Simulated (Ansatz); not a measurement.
A search over several starts for the lowest SCF solution of Ge3Sb2⁻ at the given spin, in a small basis.

```yaml
crystal:
  periodic: [false, false, false]
  atoms:
    - {symbol: Sb, position_ang: [-0.496737, -1.977924, -0.648551]}
    - {symbol: Sb, position_ang: [2.052636, -1.603733, 0.304544]}
    - {symbol: Ge, position_ang: [0.783863, 0.620041, 0.513043]}
    - {symbol: Ge, position_ang: [-1.692082, 0.514718, -0.608737]}
    - {symbol: Ge, position_ang: [-0.647669, 2.446898, 0.439701]}
basis:
  gaussian: {orbitals: def2-SVP, initial_orbitals: start.molden}
total_charge: -1
magnetization: {spin_polarized: true, initial_magnetization: 1}
hamiltonian: {xc: pbe, dispersion: d4}
output: {orbitals: {seedname: orbitals}}
```

The file start.molden holds the orbitals of an earlier run on this structure, at another level or in another basis.

```sh
$ ansatz run in.yaml --threads 4 --pin off --events-out ev --progress --plain --max-ram 4787MiB
```

Output, abridged:

```
Functional definition: PBE
1685 factors; their error is unknown
mean field evaluation 1: about -182587.2385 eV, gradient 1.2e1 eV
mean field evaluation 2: about -182587.3624 eV, gradient 2.5e-1 eV
mean field evaluation 4: about -182587.2594 eV, gradient 4.1e-2 eV
mean field evaluation 8: about -182567.8269 eV, gradient 5.1e1 eV
mean field evaluation 16: about -182587.3622 eV, gradient 1.5e-1 eV
mean field evaluation 32: about -182585.2487 eV, gradient 5.1e0 eV
mean field -182587.25944489 eV, -6709.9580225102 hartree, gradient 3.8e-5 eV, S^2 0.754366; 7 other end points of the search recorded, 0 dependent functions left out
reference -182587.25947817 eV, -6709.9580237332 hartree; 72, 71 occupied and 76, 77 virtual orbitals, 1685 factors
Total energy: -182587.65785237 eV, -6709.9726637149 hartree
```

Run time 10 s (4 threads of Arm Neoverse V1 on a shared host).

In the def2 sets Sb takes a core potential; there is no spin–orbit coupling. Another isomer (doublet) lies 1.08 eV lower at PBE0-D4/def2-TZVPD; other spin states weren't run for this one.
